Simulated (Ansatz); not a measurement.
Li4. The state is a quintet with charge 0. Geometry PBE/def2-TZVP; atoms count from 1.

```xyz
4

Li    0.053    0.744   -1.715
Li    1.252    0.834    1.112
Li   -1.706    0.240    0.716
Li    0.401   -1.818   -0.113
```

At PBE0/def2-TZVP a broken-symmetry singlet of charge 0 lies 1.44 eV below the quintet, each at its own geometry. The structure comes from a short search, and lower isomers may exist.

Estimate the Mulliken populations from the PBE0/def2-TZVP orbitals of Ansatz.


| atom | charge (e) | spin (α − β) |
| --- | --- | --- |
| Li1 | 0.00 | 1.00 |
| Li2 | 0.00 | 1.00 |
| Li3 | 0.00 | 1.00 |
| Li4 | 0.00 | 1.00 |
Mulliken values and Mayer orders depend strongly on the basis.

Where does the spin sit?

Summed by element: Li 4.00, of 4 unpaired in all. Largest on single atoms: Li3 1.00, Li4 1.00, Li1 1.00.

And the Mayer bond orders between bonded heavy atoms (over 0.3)?

Li1–Li2 0.37 (3.07 Å); Li1–Li3 0.38 (3.04 Å); Li1–Li4 0.38 (3.04 Å); Li2–Li3 0.38 (3.04 Å); Li2–Li4 0.38 (3.04 Å); Li3–Li4 0.38 (3.06 Å).
